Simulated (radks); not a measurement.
All-electron atom: F+ in [He] 2s1.5 2p4.5 (fractional occupations, a model configuration).

Calculated with a radial shooting solver on a logarithmic mesh with Libxc functionals: scalar-relativistic Kohn-Sham, PBE, spin-polarised, spherical densities, point nucleus; open shells are filled with parallel spins first.

Energy parts (Ry):
total: -197.50866
kinetic: 197.41695
electron-nucleus: -463.22285
Hartree: 87.81409
exchange-correlation: -19.51684

Orbitals (lengths in bohr, moments of r in powers of bohr; <r^-3> diverges for s and p1/2; r(90%) holds 90 % of the orbital's charge):
| orbital | occ. | eigenvalue (Ry) | <r^-3> | r(90%) |
|---|---|---|---|---|
| 1s up | 1 | -50.31643 | - | 0.316 |
| 1s down | 1 | -50.19403 | - | 0.315 |
| 2s up | 1 | -3.61416 | - | 1.51 |
| 2s down | 0.5 | -3.31037 | - | 1.56 |
| 2p up | 3 | -2.20653 | 9.229 | 1.65 |
| 2p down | 1.5 | -1.91411 | 8.740 | 1.74 |

The highest occupied level is 2p down at -26.043 eV. Spin moment in Bohr magnetons: 2. Summed over all electrons, <r^2> = 7.339 bohr^2, which gives a Langevin (diamagnetic) susceptibility term of -5.81 x 10^-6 cm^3/mol.
